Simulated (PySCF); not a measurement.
Al(Me)2(NH3) (C₂H₉AlN), SMILES [CH3][Al+]([CH3])<-[NH3] (connectivity only; charge and spin as stated), charge +1, multiplicity 1.

Coordinates come from a r2SCAN-D4/def2-SVP optimisation. The multiplicity is an assumed one; no other spin state was optimised. The isomer is the one that the SMILES or the coordinates give; other isomers of the formula were not compared.

Two levels are set side by side: TDDFT-PBE/def2-SVPD (PySCF) and TDDFT-PBE0/def2-SVPD (PySCF). Vertical, same geometry. The lowest singlet is HOMO→LUMO 100 % with PBE and HOMO→LUMO 100 % with the other functional; states are paired by order. Differences are taken from unrounded values.

```csv
quantity,TDDFT-PBE
lowest singlet excitation (eV),5.29
lowest triplet excitation (TDA) (eV),4.96
first bright state (f over 0.05) (eV),7.14
its oscillator strength,0.09
```

Q: These are the TDDFT-PBE values. What does TDDFT-PBE0 give? (An estimate is asked for; the answer gives what the named calculation found.)

A: 
```csv
quantity,TDDFT-PBE0,TDDFT-PBE minus TDDFT-PBE0
lowest singlet excitation (eV),5.74,-0.45
lowest triplet excitation (TDA) (eV),5.36,-0.40
first bright state (f over 0.05) (eV),6.74,0.40
its oscillator strength,0.08,0.00
```

Functionals without exact exchange tend to place singlet excitations lower, as here. Differences between two approximate levels are no errors against the true value.

Rough cost on one machine, each run with all the roots and properties that it gave: TDDFT-PBE0 against TDDFT-PBE about 3 times.
